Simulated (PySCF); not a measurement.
This PySCF input asks for the NMR shieldings of SMILES [SiH](S)(Cl)Cl, Cl$_{2}$H$_{2}$SSi; the geometry comes from GFN2-xTB.

```python
import basis_set_exchange as bse
import numpy as np
from pyscf import gto, dft
from pyscf.prop import nmr

atoms = """
S     1.377996   -0.916280   -0.461077
Si   -0.476406   -0.008110    0.150884
Cl   -1.967000   -1.048408   -0.688018
Cl   -0.521957    1.921292   -0.429774
H     2.152598    0.124620   -0.191260
H    -0.562109   -0.071123    1.597670
"""
names = dict.fromkeys(["S", "Si", "Cl", "H"], "pcSseg-1")
basis = {el: gto.basis.parse(bse.get_basis(n, elements=[el], fmt="nwchem")) for el, n in names.items()}
mol = gto.M(atom=atoms, basis=basis, charge=0, verbose=0)
mf = dft.RKS(mol, xc="PBE0")
mf.grids.level = 2
mf.grids.alignment = dft.numint.BLKSIZE   # the property module wants whole blocks of grid points
mf.conv_tol = 1e-9
mf.kernel()

calc = nmr.RKS(mf)   # GIAO
C = mf.mo_coeff
Co = C[:, mf.mo_occ > 0]
resp = mf.gen_response(singlet=True, hermi=2)
def vind(x):   # induced exchange potential for any number of trial vectors
    d = np.einsum("pi,xij,qj->xpq", C, 2 * x.reshape(-1, C.shape[1], Co.shape[1]), Co, optimize=True)
    return np.einsum("xpq,pi,qj->xij", resp(d - d.transpose(0, 2, 1)), C, Co, optimize=True).ravel()
mo1, _ = nmr.rhf.solve_mo1(calc, with_cphf=vind)
sigma = calc.kernel(mo1)
for i, s in enumerate(sigma):   # ppm
    print("%2d %-2s %9.2f" % (i, mol.atom_pure_symbol(i), np.trace(s) / 3))
```

Task: Give the expected output.

Result: 
```
 0 S     645.29
 1 Si    330.15
 2 Cl    872.03
 3 Cl    828.31
 4 H      30.57
 5 H      25.28
```

These numbers come from an equivalent density-fitted implementation of the same equations, which agrees with the script to about 0.01 ppm for H and up to a few tenths of a ppm for heavy atoms, so last digits may differ.

Task: Turn these shieldings into chemical shifts. References, each an isolated molecule treated in the same way: 33S (503.73 ppm) vs CS2; 29Si (349.16 ppm), 1H (31.72 ppm) vs TMS; 35Cl (949.78 ppm) vs HCl.

Result: Averaging equivalent atoms: S 0: -142; Si 1: 19.0; Cl 2/3: 100; H 5: 6.44; H 4: 1.15 ppm. 

Size and cost of the density-fitted run: 106 basis functions, 6.9 s wall time on 1 thread of an x86-64 server CPU, shared host.
